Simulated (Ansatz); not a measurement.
Sn(Cl)(OH)3 (ClH₃O₃Sn), SMILES [OH][Sn]([OH])([Cl])[OH].

The structure is a stationary point at B3LYP-D3(BJ)/def2-SVP. The structure was generated by enumeration; whether it is a known compound was not checked. The def2 effective core potentials stand for the cores of Sn; spin–orbit coupling is left out. One conformer was computed; it need not be the lowest.

Two levels are set side by side: PBE/def2-SVPD (Ansatz, a program for electronic structure) and CAM-B3LYP/def2-SVPD (Ansatz). Energy differences of separate SCF runs at the same geometry; the states with an electron removed or added have multiplicity 2 and 2. Differences are taken from unrounded values.

```
quantity                           CAM-B3LYP
---------------------------------  ---------
vertical ionisation energy (eV)        11.89
vertical electron affinity (eV)         0.95
vertical singlet–triplet gap (eV)       5.35
```

Problem. What does PBE give, and how far is it from CAM-B3LYP? (The exact figures need the calculation; the answer reports its results.)

Solution. 
| quantity | PBE | PBE minus CAM-B3LYP |
|---|---|---|
| vertical ionisation energy (eV) | 10.65 | -1.24 |
| vertical electron affinity (eV) | 1.04 | 0.09 |
| vertical singlet–triplet gap (eV) | 4.21 | -1.14 |
